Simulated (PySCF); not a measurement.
## Excitation energy of Cu by level of theory

Cu [Ar] 3d10 4s1 (2S) → Cu [Ar] 3d9 4s2 (2D), as a difference of total energies. Calculation: PySCF 2.14, in x2c-QZVPPall (11s7p6d4f2g, 108 functions); scalar relativity by spin-free X2C-1e. Correlated levels: valence: [Ar] frozen; valence and next inner shell: [Ne] frozen. The calculations carry no spin-orbit coupling.

Task: Order these methods by the excitation energy they give, lowest first.
A. UHF
B. SCS-MP2 (valence)
C. LDA
D. SCS-MP2 (valence and next inner shell)

Result: A (-0.234 eV), B (1.779 eV), C (2.113 eV), D (2.189 eV).

Errors of the correlated levels include the incompleteness of this basis and the frozen core.

For comparison: 1.490 eV (measured; NIST levels, between the centres of gravity of the two terms).
